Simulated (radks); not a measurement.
Results of a calculation; reference values are marked as such.
All-electron atom: Fe III in [Ar] 3d6. Code: a radial shooting solver on a logarithmic mesh with Libxc functionals. Model: scalar-relativistic Kohn-Sham, XLYP, spin-polarised, spherical densities, finite nucleus; open shells are filled with parallel spins first; Fermi nuclear charge, rms radius 3.7377 fm.

Local quantities along the radius. ELF = 1/(1 + alpha^2) is the electron localisation function; alpha = (tau - tau_W)/tau_unif compares the Pauli kinetic energy density with that of the uniform gas (summed over spins). tau is taken from the large components.

| r (bohr) | ELF | alpha |
|---|---|---|
| 0.002481 | 1.000 | 0.01621 |
| 0.003154 | 1.000 | 0.01663 |
| 0.004042 | 1.000 | 0.01741 |
| 0.005179 | 1.000 | 0.01864 |
| 0.006584 | 1.000 | 0.02042 |
| 0.008437 | 0.999 | 0.02317 |
| 0.01073 | 0.999 | 0.02721 |
| 0.01374 | 0.999 | 0.03374 |
| 0.01761 | 0.998 | 0.04455 |
| 0.02239 | 0.996 | 0.06283 |
| 0.02869 | 0.990 | 0.09859 |
| 0.03677 | 0.971 | 0.1733 |
| 0.04674 | 0.899 | 0.3346 |
| 0.0599 | 0.667 | 0.7064 |
| 0.07676 | 0.361 | 1.331 |
| 0.09758 | 0.282 | 1.595 |
| 0.125 | 0.456 | 1.092 |
| 0.159 | 0.712 | 0.6358 |
| 0.2037 | 0.823 | 0.4644 |
| 0.261 | 0.760 | 0.5625 |
| 0.3318 | 0.393 | 1.243 |
| 0.4252 | 0.175 | 2.171 |
| 0.5449 | 0.457 | 1.091 |
| 0.6927 | 0.751 | 0.5755 |
| 0.8877 | 0.782 | 0.5286 |
| 1.138 | 0.658 | 0.7210 |
| 1.446 | 0.397 | 1.231 |
| 1.853 | 0.152 | 2.366 |
| 2.356 | 0.047 | 4.510 |
| 3.019 | 0.011 | 9.673 |
| 3.869 | 0.001 | 27.44 |

On this mesh the ELF has minima near r = 0.098, 0.43 bohr, which separate the shells, and maxima near 0.20 (0.82), 0.79 (0.79).
